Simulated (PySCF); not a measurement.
## O2Sb⁻: script and output

File input.py (PySCF 2.14):

```python
from pyscf import gto, scf
from pyscf.geomopt.geometric_solver import optimize

mol = gto.M(
    atom='Sb -0.0156 -0.2176 0; O 0.0589 0.8226 1.523; O 0.0589 0.8226 -1.523',
    basis='lanl2dz',
    ecp={'Sb': 'lanl2dz'},
    charge=-1,
    spin=0,
    verbose=3,
)
mf = scf.RHF(mol)
mf.kernel()
mol_eq = optimize(mf, maxsteps=30)
print('optimised geometry (angstrom)')
print(mol_eq.tostring('raw'))
print('orbital energies (hartree):', mf.mo_energy[..., max(0, mol.nelec[1]-3):mol.nelec[0]+3].round(4))
```

```bash
$ OMP_NUM_THREADS=1 python input.py
```

Output:

```
converged SCF energy = -154.893547257386
input.py

Current date and time:

#|     Arguments passed to driver run_optimizer():      |#
customengine              <pyscf.geomopt.geometric_solver.PySCFEngine object>
logIni                    <dir>
maxiter                   30
----------------------------------------------------------
Custom engine selected.
Bonds will be generated from interatomic distances less than 1.20 times sum of covalent radii
9 internal coordinates being used (instead of 9 Cartesians)
Internal coordinate system (atoms numbered from 1):
Distance 1-2
Distance 1-3
Angle 2-1-3
Translation-X 1-3
Translation-Y 1-3
Translation-Z 1-3
Rotation-A 1-3
Rotation-B 1-3
Rotation-C 1-3
<class 'geometric.internal.Distance'> : 2
<class 'geometric.internal.Angle'> : 1
<class 'geometric.internal.TranslationX'> : 1
<class 'geometric.internal.TranslationY'> : 1
<class 'geometric.internal.TranslationZ'> : 1
<class 'geometric.internal.RotationA'> : 1
<class 'geometric.internal.RotationB'> : 1
<class 'geometric.internal.RotationC'> : 1
> ===== Optimization Info: ====
> Job type: Energy minimization
> Maximum number of optimization cycles: 30
> Initial / maximum trust radius (Angstrom): 0.100 / 0.300
> Convergence Criteria:
> Will converge when all 5 criteria are reached:
>  |Delta-E| < 1.00e-06
>  RMS-Grad  < 3.00e-04
>  Max-Grad  < 4.50e-04
>  RMS-Disp  < 1.20e-03
>  Max-Disp  < 1.80e-03
> === End Optimization Info ===

Geometry optimization cycle 1
Cartesian coordinates (Angstrom)
 Atom        New coordinates             dX        dY        dZ
  Sb  -0.015600  -0.217600   0.000000    0.000000  0.000000  0.000000
   O   0.058900   0.822600   1.523000   -0.000000 -0.000000  0.000000
   O   0.058900   0.822600  -1.523000   -0.000000 -0.000000  0.000000

WARN: Mole.unit (angstrom) is changed to Bohr

converged SCF energy = -154.893547257391
--------------- RHF_Scanner gradients ---------------
         x                y                z
0 Sb    -0.0005636405    -0.0078697835    -0.0000000000
1 O     0.0002818203     0.0039348918     0.0022081638
2 O     0.0002818203     0.0039348918    -0.0022081638
----------------------------------------------
cycle 1: E = -154.893547257  dE = -154.894  norm(grad) = 0.0101552
Step    0 : Gradient = 5.863e-03/7.890e-03 (rms/max) Energy = -154.8935472574
Hessian Eigenvalues: 5.00000e-02 5.00000e-02 5.00000e-02 ... 2.28150e-01 2.28150e-01 2.50000e-01

Geometry optimization cycle 2
Cartesian coordinates (Angstrom)
 Atom        New coordinates             dX        dY        dZ
  Sb  -0.014332  -0.199892   0.000000    0.001268  0.017708  0.000000
   O   0.058266   0.813746   1.529629   -0.000634 -0.008854  0.006629
   O   0.058266   0.813746  -1.529629   -0.000634 -0.008854 -0.006629
converged SCF energy = -154.893663567265
--------------- RHF_Scanner gradients ---------------
         x                y                z
0 Sb     0.0002116706     0.0029554335     0.0000000000
1 O    -0.0001058353    -0.0014777167    -0.0016959597
2 O    -0.0001058353    -0.0014777167     0.0016959597
----------------------------------------------
cycle 2: E = -154.893663567  dE = -0.00011631  norm(grad) = 0.0043499
Step    1 : Displace = 1.367e-02/1.775e-02 (rms/max) Trust = 1.000e-01 (=) Grad = 2.511e-03/2.963e-03 (rms/max) E (change) = -154.8936635673 (-1.163e-04) Quality = 0.684
Hessian Eigenvalues: 5.00000e-02 5.00000e-02 5.00000e-02 ... 2.28150e-01 2.28268e-01 3.29248e-01

Geometry optimization cycle 3
Cartesian coordinates (Angstrom)
 Atom        New coordinates             dX        dY        dZ
  Sb  -0.014520  -0.202516  -0.000000   -0.000188 -0.002624 -0.000000
   O   0.058360   0.815058   1.531464    0.000094  0.001312  0.001835
   O   0.058360   0.815058  -1.531464    0.000094  0.001312 -0.001835
converged SCF energy = -154.893679135384
--------------- RHF_Scanner gradients ---------------
         x                y                z
0 Sb    -0.0000120676    -0.0001684927     0.0000000001
1 O     0.0000060338     0.0000842463     0.0002789953
2 O     0.0000060338     0.0000842463    -0.0002789954
----------------------------------------------
cycle 3: E = -154.893679135  dE = -1.55681e-05  norm(grad) = 0.000445511
Step    2 : Displace = 2.388e-03/2.630e-03 (rms/max) Trust = 1.000e-01 (=) Grad = 2.572e-04/2.915e-04 (rms/max) E (change) = -154.8936791354 (-1.557e-05) Quality = 0.919
Hessian Eigenvalues: 5.00000e-02 5.00000e-02 5.00000e-02 ... 2.28150e-01 2.31013e-01 3.56000e-01

Geometry optimization cycle 4
Cartesian coordinates (Angstrom)
 Atom        New coordinates             dX        dY        dZ
  Sb  -0.014557  -0.203036  -0.000000   -0.000037 -0.000519 -0.000000
   O   0.058378   0.815318   1.530415    0.000019  0.000260 -0.001049
   O   0.058378   0.815318  -1.530415    0.000019  0.000260  0.001049
converged SCF energy = -154.893679473358
--------------- RHF_Scanner gradients ---------------
         x                y                z
0 Sb    -0.0000018399    -0.0000256900     0.0000000000
1 O     0.0000009200     0.0000128450    -0.0000239088
2 O     0.0000009200     0.0000128450     0.0000239087
----------------------------------------------
cycle 4: E = -154.893679473  dE = -3.37974e-07  norm(grad) = 4.62418e-05
Step    3 : Displace = 9.322e-04/1.081e-03 (rms/max) Trust = 1.414e-01 (+) Grad = 2.670e-05/2.716e-05 (rms/max) E (change) = -154.8936794734 (-3.380e-07) Quality = 0.789
Hessian Eigenvalues: 5.00000e-02 5.00000e-02 5.00000e-02 ... 2.28150e-01 2.31013e-01 3.56000e-01
Converged! =D

    #| If this code has benefited your research, please support us by citing: |#
    #| Wang, L.-P.; Song, C.C. (2016) "Geometry optimization made simple with |#
    #| translation and rotation coordinates", J. Chem, Phys. 144, 214108.     |#
    #|                                     |#
optimised geometry (angstrom)
Sb         -0.01455688       -0.20303552       -0.00000000
O           0.05837844        0.81531776        1.53041521
O           0.05837844        0.81531776       -1.53041521
orbital energies (hartree): [-0.1896 -0.1626 -0.145   0.2115  0.3312  0.3566]
```

In short: E(SCF) = -154.893547 Eh.

Hardware: Arm Neoverse N1, 1 thread, shared host. Wall time 5.5 s, peak memory 0.13 GiB.

The last line lists the levels of the start geometry. The basis has no diffuse functions, which an anion needs.
